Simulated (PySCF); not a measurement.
**SMILES C1=CC=C(/C(C)=C/Cl)[Se]1, C7H7ClSe**

Cartesian coordinates in Å; atom numbers follow the order of the lines, from 1:
```xyz
16

C    -1.990   -0.753    0.101
C    -1.107    0.451   -0.034
C    -1.589    1.689   -0.182
Cl   -3.258    2.086   -0.234
C     0.325    0.228   -0.006
C     0.966   -0.982   -0.010
C     2.377   -0.923    0.028
C     2.895    0.330    0.070
Se    1.579    1.635    0.055
H    -3.031   -0.451    0.174
H    -1.723   -1.318    0.992
H    -1.874   -1.402   -0.765
H    -0.943    2.551   -0.288
H     0.441   -1.920   -0.048
H     2.989   -1.810    0.028
H     3.936    0.596    0.106
```

Theory: TDDFT CAM-B3LYP/def2-SVPD excited states, vertical, gas phase in PySCF. Geometry: GFN2-xTB.

The calculation is non-relativistic, which matters for the atoms heavier than Zn.

Task: Give the one- and two-photon strengths of the lowest singlets.

Result: δ for parallel linear polarisation; σ at the peak of a Lorentzian of half width 0.1 eV, single beam; Ω is circular over linear.
| state | E (eV) | f | photon λ (nm) | δ (au) | σ (GM) | Ω | main |
| --- | --- | --- | --- | --- | --- | --- | --- |
| S1 | 4.26 | 0.261 | 582 | 8.69 | 0.06 | 0.46 | HOMO→LUMO 0.93 |
| S2 | 5.01 | 0.134 | 495 | 96 | 0.88 | 1.04 | HOMO−1→LUMO 0.87 |
| S3 | 5.09 | 0.005 | 487 | 2.8 | 0.03 | 1.19 | HOMO→LUMO+1 0.68 |
| S4 | 5.54 | 0.003 | 448 | 19.1 | 0.21 | 1.01 | HOMO−1→LUMO+1 0.71, HOMO→LUMO+1 0.08 |
| S5 | 5.94 | 0.002 | 418 | 12.2 | 0.16 | 1.29 | HOMO→LUMO+2 0.78, HOMO→LUMO+3 0.09 |

Among these, the strongest one-photon state is S1, the strongest two-photon state S2, with a dipole change of 1.6 D (relaxed, norm of the difference vector).
